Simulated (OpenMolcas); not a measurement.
## B, Al, Ga, In, Tl: ns² np down the group

```yaml
Program: OpenMolcas 26.06
Method: RASSCF
Basis: ANO-RCC-VQZP
Scalar_Hamiltonian: DKH2, point nucleus
Spin-orbit_coupling: RASSI with atomic mean-field integrals over the reference wave functions, term energies averaged over their components
```

Active space for each ion: 3 electrons in 9 orbitals (RAS2 s p; RAS3 d, at most 2 electrons).

Computed levels in cm-1 above ²P°_1/2:

```csv
Level,B,Al,Ga,In,Tl
²P°_3/2,14.5,107,829,2187,7519
weight of ²P° in the lowest level (%),100,100,100,100,100
```

Measured, with the error of the calculation in %. Measured levels: B, Al, Ga, In, Tl from NIST Handbook of Basic Atomic Spectroscopic Data.

```csv
Level,B,Al,Ga,In,Tl
²P°_3/2,15.3 (-4.9),112 (-4.7),826 (+0.3),2213 (-1.2),7793 (-3.5)
```

The fine-structure level ²P°_3/2 changes by a factor of 519 from B to Tl.

Without dynamic correlation excited terms often stand tens of per cent too high (terms of higher spin than the ground term too low), and those without a measured partner can miss by more than the paired ones (holds for B; Al; Ga; In). Active for correlation alone: 3d; no level in the range computed is led by a configuration that fills it, so any true level of that kind is missing (holds for B; Al). Some high roots are left out of the spin-orbit mixing, which shifts the levels that they would mix with (holds for Ga; In; Tl). Active for correlation alone: 4d; no level in the range computed is led by a configuration that fills it, so any true level of that kind is missing (holds for Ga). Active for correlation alone: 5d; no level in the range computed is led by a configuration that fills it, so any true level of that kind is missing (holds for In). The run also gave levels led by 6s² 6d, which use shells meant for correlation; these and all levels above them are left out (holds for Tl). Measured partners are found by configuration, term and J. A level has none where our copy of the source lacks it or the pairing is in doubt (some pairs that miss far off the trend of their configuration count as doubtful), and it then counts in no deviation. Levels of configurations outside the active space are missing.

° marks odd parity.
